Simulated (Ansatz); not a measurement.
A single point on `C[OH+][Al-]([Cl])([Cl])[Cl]`.

```yaml
crystal:
  periodic: [false, false, false]
  atoms:
    - {symbol: C, position_ang: [0.410675, -1.141486, 0.797423]}
    - {symbol: O, position_ang: [0.701486, -0.011073, -0.048757]}
    - {symbol: Al, position_ang: [-0.643288, 1.204609, -0.658440]}
    - {symbol: Cl, position_ang: [-2.116233, -0.101383, -1.419052]}
    - {symbol: Cl, position_ang: [0.538384, 2.201652, -2.092337]}
    - {symbol: Cl, position_ang: [-1.168670, 2.206730, 1.112088]}
    - {symbol: H, position_ang: [1.342501, -1.508515, 1.224433]}
    - {symbol: H, position_ang: [-0.101106, -1.915075, 0.225895]}
    - {symbol: H, position_ang: [-0.237542, -0.768342, 1.586901]}
    - {symbol: H, position_ang: [1.356892, -0.218418, -0.725155]}
basis:
  gaussian: {orbitals: def2-QZVPP}
correlation: {method: mp2}
```

```sh
$ ansatz run in.yaml --threads 4 --pin off --events-out ev --progress --plain --max-ram 11315MiB
```

Output, abridged:

```
Functional definition: HF
3048 factors; integrals over basis functions are off by at most 6.5e-4 eV
mean field evaluation 1: about -47233.2547 eV, gradient 3.2e1 eV
mean field evaluation 2: about -47233.4279 eV, gradient 3.2e1 eV
mean field evaluation 4: about -47235.8467 eV, gradient 3.5e0 eV
mean field evaluation 8: about -47235.8854 eV, gradient 2.6e-1 eV
mean field -47235.88561711 eV, -1735.8867787956 hartree, gradient 2.0e-6 eV, S^2 0.000000; 0 other end points of the search recorded, 0 dependent functions left out
22 core orbitals not correlated: weight in the atoms' cores, before any rotation towards them, 1.000 or more for the frozen orbitals, at most 0.000 for the correlated occupied ones
reference -47235.88561711 eV, -1735.8867787956 hartree; 19, 19 occupied and 473, 473 virtual orbitals, 3048 factors
second order -31.52331260 eV of doubles, -0.00000000 eV of singles
Total energy: -47267.40892971 eV, -1737.0452391662 hartree
```

It took 35 s on 4 threads of an Arm Neoverse V2 on a shared host, with 3.5 GiB of host memory at the peak.
